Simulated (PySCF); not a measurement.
This PySCF input asks for the NMR shieldings of SMILES [SiH3]O[C@@H]1[SiH2]O[Si@H]1O[SiH3], CH10O3Si4; the geometry comes from GFN2-xTB.

```python
import basis_set_exchange as bse
import numpy as np
from pyscf import gto, dft
from pyscf.prop import nmr

atoms = """
Si   -2.808502    1.483351   -0.376575
O    -2.229270   -0.018969   -0.460491
C    -0.925539   -0.457699   -0.764312
Si   -0.544267   -2.296950   -0.329073
O     0.715316   -1.733809    0.602545
Si    0.484799   -0.094018    0.491856
O     1.752758    0.648295   -0.155040
Si    3.339914    0.633862   -0.528098
H    -2.104263    2.290102    0.626242
H    -2.704384    2.184786   -1.662318
H    -4.182426    1.168701   -0.015139
H    -0.686630   -0.164786   -1.793629
H    -1.532318   -2.907607    0.542544
H     0.012473   -3.150355   -1.368409
H     0.197992    0.459075    1.798394
H     3.420933    1.650906   -1.573983
H     3.723704   -0.694110   -0.998997
H     4.060950    1.005541    0.688067
"""
names = dict.fromkeys(["Si", "O", "C", "H"], "pcSseg-1")
basis = {el: gto.basis.parse(bse.get_basis(n, elements=[el], fmt="nwchem")) for el, n in names.items()}
mol = gto.M(atom=atoms, basis=basis, charge=0, verbose=0)
mf = dft.RKS(mol, xc="PBE0")
mf.grids.level = 2
mf.grids.alignment = dft.numint.BLKSIZE   # the property module wants whole blocks of grid points
mf.conv_tol = 1e-9
mf.kernel()

calc = nmr.RKS(mf)   # GIAO
C = mf.mo_coeff
Co = C[:, mf.mo_occ > 0]
resp = mf.gen_response(singlet=True, hermi=2)
def vind(x):   # induced exchange potential for any number of trial vectors
    d = np.einsum("pi,xij,qj->xpq", C, 2 * x.reshape(-1, C.shape[1], Co.shape[1]), Co, optimize=True)
    return np.einsum("xpq,pi,qj->xij", resp(d - d.transpose(0, 2, 1)), C, Co, optimize=True).ravel()
mo1, _ = nmr.rhf.solve_mo1(calc, with_cphf=vind)
sigma = calc.kernel(mo1)
for i, s in enumerate(sigma):   # ppm
    w = np.linalg.eigvalsh((s + s.T) / 2)
    print("%2d %-2s iso %8.1f  s11 %8.1f  s22 %8.1f  s33 %8.1f" % (i, mol.atom_pure_symbol(i), w.mean(), *w))
```

Problem. Give the expected output.

Solution. 
```
 0 Si iso    385.0  s11    338.9  s22    339.7  s33    476.3
 1 O  iso    349.7  s11    295.9  s22    362.1  s33    391.0
 2 C  iso    106.0  s11     60.6  s22    108.6  s33    148.8
 3 Si iso    353.2  s11    320.2  s22    341.4  s33    398.1
 4 O  iso    236.4  s11    147.4  s22    276.1  s33    285.7
 5 Si iso    368.7  s11    353.6  s22    372.1  s33    380.4
 6 O  iso    277.4  s11    230.2  s22    270.4  s33    331.6
 7 Si iso    390.4  s11    355.8  s22    359.9  s33    455.5
 8 H  iso     26.8  s11     23.7  s22     25.9  s33     31.0
 9 H  iso     26.9  s11     23.9  s22     24.9  s33     31.8
10 H  iso     26.9  s11     23.1  s22     25.1  s33     32.5
11 H  iso     26.8  s11     23.8  s22     25.5  s33     31.1
12 H  iso     26.3  s11     23.8  s22     24.2  s33     31.0
13 H  iso     26.2  s11     22.9  s22     24.1  s33     31.6
14 H  iso     26.2  s11     23.4  s22     24.0  s33     31.3
15 H  iso     26.6  s11     22.9  s22     25.1  s33     31.7
16 H  iso     26.5  s11     22.7  s22     25.7  s33     31.0
17 H  iso     26.5  s11     22.9  s22     24.8  s33     31.8
```

These numbers come from an equivalent density-fitted implementation of the same equations, which agrees with the script to about 0.01 ppm for H and up to a few tenths of a ppm for heavy atoms, so last digits may differ.

Size and cost of the density-fitted run: 214 basis functions, 35 s wall time on 1 thread of an Arm Neoverse V2, shared host; peak memory 0.95 GiB.
